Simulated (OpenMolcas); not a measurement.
## Mo2+: effect of correlating more closed shells

```json
{
  "Program": "OpenMolcas 26.06",
  "Basis": "ANO-RCC-VDZP [6s5p3d1f]",
  "Scalar Hamiltonian": "DKH2, point nucleus",
  "Active space": "4 electrons in 5 orbitals (4d)",
  "State averaging": "2S+1 = 5 even, 5 roots; 2S+1 = 3 even, 45 roots; 2S+1 = 1 even, 50 roots",
  "Spin-orbit coupling": "RASSI with atomic mean-field integrals over the reference wave functions, term energies averaged over their components"
}
```

Methods on the same reference wave functions:
A. CASSCF
B. MS-CASPT2, IPEA 0.25 Eh, imaginary shift 0.1 Eh (closed shells correlated: none)
C. MS-CASPT2, IPEA 0.25 Eh, imaginary shift 0.1 Eh (closed shells correlated: 4s 4p)

Energies in cm⁻¹ above 4d⁴ ⁵D₀, the measured ground level; measured values from Sugar and Musgrove, J. Phys. Chem. Ref. Data 17, 155 (1988).

```json
{"Level": "4d⁴ ⁵D₀", "A": "0.0", "B": "0.0", "C": "0.0", "Measured": "0.0"}
{"Level": "4d⁴ ⁵D₁", "A": "231", "B": "250", "C": "248", "Measured": "242"}
{"Level": "4d⁴ ⁵D₂", "A": "654", "B": "692", "C": "687", "Measured": "668"}
{"Level": "4d⁴ ⁵D₃", "A": "1222", "B": "1269", "C": "1261", "Measured": "1224"}
{"Level": "4d⁴ ⁵D₄", "A": "1901", "B": "1939", "C": "1931", "Measured": "1872"}
{"Level": "4d⁴ ³H₄", "A": "15371", "B": "15290", "C": "14280", "Measured": "12680"}
{"Level": "4d⁴ ³P₀(1)", "A": "15678", "B": "12240", "C": "12410", "Measured": "11149"}
{"Level": "4d⁴ ³H₅", "A": "15884", "B": "15940", "C": "14880", "Measured": "13276"}
{"Level": "4d⁴ ³H₆", "A": "16375", "B": "16480", "C": "15410", "Measured": "13811"}
{"Level": "4d⁴ ³P₁(1)", "A": "16954", "B": "13540", "C": "13720", "Measured": "12510"}
{"Level": "4d⁴ ³F₃(1)", "A": "17818", "B": "16090", "C": "15550", "Measured": "13948"}
{"Level": "4d⁴ ³F₂(1)", "A": "17913", "B": "15970", "C": "15550", "Measured": "13929"}
{"Level": "4d⁴ ³F₄(1)", "A": "18075", "B": "16470", "C": "15880", "Measured": "14296"}
{"Level": "4d⁴ ³P₂(1)", "A": "18905", "B": "15490", "C": "15660", "Measured": "14358"}
{"Level": "4d⁴ ³G₃", "A": "19714", "B": "18680", "C": "17610", "Measured": "15871"}
{"Level": "4d⁴ ³G₄", "A": "20120", "B": "19140", "C": "18030", "Measured": "16283"}
{"Level": "4d⁴ ³G₅", "A": "20435", "B": "19610", "C": "18450", "Measured": "16714"}
{"Level": "4d⁴ ¹I₆", "A": "23608", "B": "23780", "C": "22150", "Measured": "20290"}
{"Level": "4d⁴ ³D₃", "A": "24842", "B": "22640", "C": "21280", "Measured": "19488"}
{"Level": "4d⁴ ³D₂", "A": "24994", "B": "22680", "C": "21410", "Measured": "19577"}
{"Level": "4d⁴ ¹G₄(1)", "A": "25241", "B": "23400", "C": "22390", "Measured": "20612"}
{"Level": "4d⁴ ³D₁", "A": "25258", "B": "23060", "C": "21700", "Measured": ""}
{"Level": "4d⁴ ¹S₀(1)", "A": "28853", "B": "24900", "C": "24020", "Measured": "22990"}
{"Level": "4d⁴ ¹D₂(1)", "A": "30490", "B": "26410", "C": "26160", "Measured": "22806"}
```

Deviations, from unrounded energies. A percentage is the sum of absolute deviations over the sum of measured energies, with the sign that they share, or ± where signs differ.

```json
{"Against measurement": "mean absolute deviation (cm-1)", "Levels": "22", "A": "3500", "B": "2000", "C": "1400"}
{"Against measurement": "fine structure of the ground term (%)", "Levels": "4", "A": "±1.4", "B": "+3.6", "C": "+3.0"}
{"Against measurement": "other terms of the ground configuration (%)", "Levels": "18", "A": "+26.0", "B": "+15.0", "C": "+10.3"}
```

C lies closest to measurement on these levels and A furthest from it. The largest miss of C in the table is 4d⁴ ¹D₂(1), by +3400 cm-1. The ranking rests on the paired levels alone, and a cruder setting can come out closer through cancelling errors.

Between B and C the level of the table that moves most is 4d⁴ ¹I₆, by 1600 cm-1 (lowest in C, highest in B). Moves below CASPT2's spread within the term are not significant.

The mean deviations of B to C differ by less than CASPT2's widest spread within a term (1300 cm-1), so their order carries little weight.

From A to B the spin-free energies of the other terms of 4d⁴ shown, above ⁵D, scale by factors of 0.79 to 1.01.

The lowest spin-free term lies below A's lowest term by 0.034 hartree in B, 0.236 hartree in C.

What an inner shell adds also hangs on whether the basis holds functions to correlate it.

CASPT2 breaks the degeneracy within a term, and the mean is taken; among the terms shown or strongly mixed into the levels shown the widest spread is 1300 cm-1 (4d⁴ ¹I, C). Levels of configurations with an s electron are missing; early in the row they begin among the upper levels of the d shell and mix with terms of their name. Some levels mix across a computed gap that differs much from the measured one, so their mixing is not that of the real levels. The CASPT2 spread within a term exceeds the gap to the next term for 4d⁴ ³H and 4d⁴ ³F(1), 4d⁴ ³D and 4d⁴ ¹G(1), so the order of their levels is uncertain, and so are names and mixing where such terms share a J (figures for B; the like holds for C). Without dynamic correlation excited terms often stand tens of per cent too high (terms of higher spin than the ground term too low), and those without a measured partner can miss by more than the paired ones (holds for A). Some terms miss by over 15 % even with CASPT2, which points to a basis or an active space too small for the shells correlated (holds for B). Measured partners are found by configuration, term and J. A level has none where our copy of the source lacks it or the pairing is in doubt (some pairs that miss far off the trend of their configuration count as doubtful), and it then counts in no deviation. Levels of configurations outside the active space are missing. The table leaves out levels that lie high or whose names do not pair safely across all columns.

A number in round brackets counts repeated terms of one configuration in the order of the reference energies.
